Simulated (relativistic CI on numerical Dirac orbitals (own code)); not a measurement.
# Zr XIV: q coefficients and field-shift factors

Calculated at this level of theory: Dirac-Coulomb-Breit CI, separate exchange-only KLI orbitals for each configuration, derivatives by finite differences, unscaled Slater integrals, QED left out (own radial code, finite nucleus).

Configurations in the expansion (outside the closed core [Ne]): 3s²3p⁶3d⁹, 3s²3p⁵3d¹⁰, 3s3p⁶3d¹⁰, 3s²3p⁶3d⁸4s, 3s²3p⁶3d⁸4p, 3s²3p⁶3d⁸4d, 3s²3p⁶3d⁷4s², 3s²3p⁶3d⁷4s4p. Levels of other configurations are missing.

With x = (α/α₀)² − 1 an excitation energy changes as ω = ω₀ + qx; K = 2q/ω₀ is the relative enhancement. Terms are leading LS components, so labels can repeat. The field-shift factor is F = δν/δ⟨r²⟩ for the transition from the lowest level.

Lowest level 3s²3p⁶3d⁹ ²D5/2.

```tsv
Level	ω₀ (cm⁻¹)	q (cm⁻¹)	F (GHz/fm²)
3s²3p⁶3d⁹ ²D3/2	20001	19830	0.119
3s²3p⁵3d¹⁰ ²P°3/2	1229762	29460	2.04
3s²3p⁵3d¹⁰ ²P°1/2	1343513	149300	0.669
3s²3p⁶3d⁸4s ⁴F9/2	1442909	-63610	35.3
3s²3p⁶3d⁸4s ⁴F7/2	1450640	-60420	35.2
3s²3p⁶3d⁸4s ⁴F5/2	1463077	-45170	35.4
3s²3p⁶3d⁸4s ²F7/2	1466726	-48160	35.2
3s²3p⁶3d⁸4s ⁴F3/2	1467569	-45950	35.4
3s²3p⁶3d⁸4s ²F5/2	1476417	-52560	35.1
3s²3p⁶3d⁸4s ⁴P5/2	1492234	-49950	35.4
3s²3p⁶3d⁸4s ²D3/2	1495750	-52160	35.3
3s²3p⁶3d⁸4s ⁴P1/2	1506943	-47350	35.5
3s²3p⁶3d⁸4s ⁴P3/2	1508517	-42890	35.5
3s²3p⁶3d⁸4s ²D5/2	1514115	-33030	35.5
3s²3p⁶3d⁸4s ²P3/2	1520856	-39050	35.2
3s²3p⁶3d⁸4s ²P1/2	1521154	-45870	35.1
3s²3p⁶3d⁸4s ²G9/2	1521945	-48320	35.4
3s²3p⁶3d⁸4s ²G7/2	1522171	-48000	35.4
3s²3p⁶3d⁸4s ²S1/2	1615792	-40440	35.4
3s²3p⁶3d⁸4p ⁴D°7/2	1659470	-52340	5.47
3s²3p⁶3d⁸4p ⁴G°9/2	1666053	-54240	5.5
3s²3p⁶3d⁸4p ⁴D°5/2	1678506	-33210	5.49
3s²3p⁶3d⁸4p ⁴G°7/2	1681125	-35510	5.57
```

At this charge energies of transitions that change n are usually good to better than 1 %, and those within a shell (Δn = 0) to a few per cent.

Task: Which transition from the lowest level has the largest |K|?

Result: 3s²3p⁶3d⁹ ²D3/2 at 20001 cm⁻¹, K = 1.98.
